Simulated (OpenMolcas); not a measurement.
An atom or ion with 33 electrons was computed by SS-CASPT2, IPEA 0.25 Eh, imaginary shift 0.1 Eh with spin-orbit coupling (OpenMolcas, ANO-RCC-VTZP, DKH2). The lowest levels that the run gave, each within 12 % of the measured value where one is at hand:

```
  J  Parity  E (cm-1)      g
3/2     odd       0.0  1.991
3/2     odd     18570  0.846
5/2     odd     19900  1.200
1/2     odd     33330  0.666
3/2     odd     35180  1.299
```

Problem. Which ion is it, and what are the configurations and terms?

Solution. Kr3+ (Z = 36, charge +3; active space 3 electrons in 3 orbitals (4p)). J, parity and g give the terms where levels are pure, and mixed ones are named by the computed weights; the size of the splittings, set against known spectra of the 33-electron sequence, gives the charge. In order, with the measured energies in cm-1 (Saloman, J. Phys. Chem. Ref. Data 36, 215 (2007)): 4s2 4p3 4S* 3/2, 4s2 4p3 2D* 3/2 (17038), 4s2 4p3 2D* 5/2 (18700), 4s2 4p3 2P* 1/2 (31056), 4s2 4p3 2P* 3/2 (33406).

CASPT2 does not keep the components of a term degenerate, so their means are used; among the terms shown or strongly mixed into the levels shown the widest spread is 180 cm-1 (4s2 4p3 2D*). With the s shell closed, the reference lacks s² → p² mixing. Measured partners are found by configuration, term and J. A level has none where our copy of the source lacks it or the pairing is in doubt (some pairs that miss far off the trend of their configuration count as doubtful), and it then counts in no deviation. Only configurations of the active space appear.

* marks odd parity.
